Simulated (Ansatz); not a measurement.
Total energies of `C[CH](C)[Al]([F])[F]`.

```xyz
13

C     0.463   -0.868    1.099
C     0.375    0.085   -0.094
C    -0.258    1.423    0.294
Al   -0.479   -0.729   -1.645
F    -0.438   -2.354   -1.904
F    -1.251    0.172   -2.785
H     1.039   -0.416    1.914
H     0.942   -1.815    0.840
H    -0.527   -1.103    1.499
H     1.403    0.290   -0.431
H     0.309    1.900    1.100
H    -1.282    1.293    0.657
H    -0.297    2.123   -0.544
```

Charge 0, multiplicity 1. The structure was optimised at the PBE0-D4/def2-TZVP level. It is one conformer, not always the lowest. Basis def2-TZVPP, Ansatz.

RPA on PBE orbitals: Hartree–Fock energy of these orbitals -558.71622 Eh, correlation -1.75987 Eh (frozen core).

| functional | energy without D4 (Eh) | D4 term (kJ/mol) |
| --- | --- | --- |
| LDA (SPW92) | -557.50311 | – |
| PBE | -560.45492 | -24.4 |
| revPBE | -560.78743 | -75.4 |
| BLYP | -560.87353 | -53.3 |
| r2SCAN | -560.77231 | -6.2 |
| B97M-V | -560.82732 | – |
| PBE0 | -560.50019 | -20.6 |
| B3LYP | -560.98653 | -39.0 |
| r2SCANh | -560.75579 | -6.6 |
| r2SCAN0 | -560.73234 | -7.2 |
| HSE06 (plane-wave form) | -560.47848 | -19.2 |
| BHLYP | -560.81107 | -29.2 |
| CAM-B3LYP | -560.85004 | -20.9 |
| LC-ωPBE | -560.69315 | – |
| ωB97X-V | -560.81442 | – |
| ωB97M-V | -560.82415 | – |
| B2PLYP | -560.62443 | – |
| PBE-QIDH | -560.37936 | – |

B3LYP takes the VWN-RPA correlation (the form of Gaussian; ORCA's B3LYP/G). HSE06 is the plane-wave form, built on full-range PBE exchange. The double hybrids freeze the cores in their second-order part.

LC-ωPBE has ω = 0.4 bohr⁻¹.
